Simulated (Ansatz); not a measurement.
A nudged elastic band was laid between two geometries of C2H7NO2Se (13 atoms, charge 0, multiplicity 1).

All numbers below come from RKS B3LYP-D4/def2-SVP in Ansatz 0.2.0.

```
movable images  : 7
climbing image  : yes
spring          : 5.0 eV/Å²
optimiser       : quadratic models (default)
start path      : IDPP
force threshold : 0.03 eV/Å
iteration limit : 32
end points      : relaxed
```

First end point:

```xyz
13
Properties=species:S:1:pos:R:3
C -0.012 -1.358 -0.947
O -0.685 -0.182 -0.531
C 0.035 0.639 0.367
N 0.389 0.055 1.612
O 1.222 1.084 -0.198
Se -1.243 2.149 0.758
H -0.679 -1.870 -1.653
H 0.193 -2.035 -0.098
H 0.944 -1.127 -1.447
H 1.263 -0.464 1.557
H -0.362 -0.506 2.002
H 0.996 1.654 -0.946
H -2.043 1.926 -0.462
```

Last end point:

```xyz
13
Properties=species:S:1:pos:R:3
C -0.033 -1.348 -1.131
O -0.620 -0.144 -0.641
C 0.127 0.532 0.316
N 0.352 -0.266 1.465
O 1.373 0.946 -0.128
Se -0.992 2.245 0.652
H -0.709 -1.722 -1.911
H 0.074 -2.099 -0.332
H 0.961 -1.155 -1.565
H 1.002 0.181 2.107
H -0.518 -0.474 1.947
H 1.223 1.593 -0.833
H -2.219 1.677 0.068
```

Question: What changes between the two ends?

Answer: No bond is made or broken. The height of N4 over the plane of its neighbours goes from -0.32 to 0.35 Å.

Question: What energy profile does the band end with?

Answer: It converged. The highest image is number 3 of 0 to 8, 0.049 eV above the first end and 0.122 eV above the last; the last end lies 0.073 eV below the first. A vibrational analysis at the climbing image gives one clearly imaginary mode, 472i cm⁻¹: a first-order saddle point.

```
image  path coordinate (Å)  energy (eV)  height of N4 over the plane of its neighbours (Å)
    0                 0.00        0.000                                              -0.32
    1                 0.23        0.002                                              -0.31
    2                 0.46        0.019                                              -0.25
    3                 0.70        0.049                                              -0.05
    4                 0.98       -0.015                                               0.20
    5                 1.26       -0.063                                               0.31
    6                 1.54       -0.069                                               0.33
    7                 1.82       -0.071                                               0.34
    8                 2.10       -0.073                                               0.35
```

Question: What is the geometry of the highest image?

Answer: 
```xyz
13
Properties=species:S:1:pos:R:3
C -0.057 -1.362 -1.032
O -0.715 -0.201 -0.545
C 0.032 0.559 0.368
N 0.355 -0.111 1.554
O 1.236 1.005 -0.164
Se -1.212 2.135 0.761
H -0.773 -1.876 -1.686
H 0.235 -2.034 -0.208
H 0.848 -1.102 -1.607
H 1.322 -0.174 1.837
H -0.351 -0.645 2.035
H 1.036 1.726 -0.776
H -1.935 2.047 -0.523
```

Question: What are the harmonic wavenumbers there?

Answer: 472i, 96, 150, 176, 205, 219, 280, 346, 358, 411, 494, 538, 715, 769, 940, 959, 1085, 1143, 1170, 1195, 1241, 1368, 1450, 1454, 1493, 1566, 2413, 3017, 3091, 3145, 3625, 3767, 3822 cm⁻¹.

Time of the run: 7.8 min on 2 threads of Intel(R) Xeon(R) CPU @ 2.80GHz (Skylake/Cascade Lake), with other jobs on the host, peak memory 0.45 GiB.
